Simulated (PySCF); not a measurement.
C₃H₃, doublet, geometry from GFN2-xTB. Base run: M06L/6-31G* run with PySCF.

Geometry (Å):
```xyz
6

C      0.0167    -0.1109     0.8267
C      0.0041    -0.6991    -0.5338
C     -0.0216     0.5823    -0.5921
H      0.9375    -0.0735     1.3960
H     -0.8844    -0.1087     1.4280
H     -0.0479     1.5485    -1.0286
```
Charge 0, spin multiplicity 2.
Orbitals are unrestricted.
All else is at PySCF's defaults.
Base energy -115.92254 Eh.

Variants of this job, named by their change:

```csv
change,ΔE vs base (µEh),grid points,electrons on the grid
base,0.0,71784,21.00001
"grids.atom_grid = (50, 194)",-6.1,39552,20.99993
grids.radi_method = mura_knowles,-1.1,67896,21.00001
small_rho_cutoff = 0,0.0,71784,21.00001
grids.level = 1,-709,22960,20.99991
"grids.atom_grid = (99, 590)",16.6,193648,21.00000
grids.radi_method = delley,-3.9,76320,21.00001
grids.becke_scheme = stratmann,-1.9,71784,21.00001
grids.level = 5,16.7,199560,21.00000
"grids.atom_grid = (75, 302)",0.2,86872,21.00001
grids.radi_method = gauss_chebyshev,11.1,69624,21.00001
```

Open shells are given as the SCF converged; they aren't shown to be the lowest states, and a large step between rows can be another state.
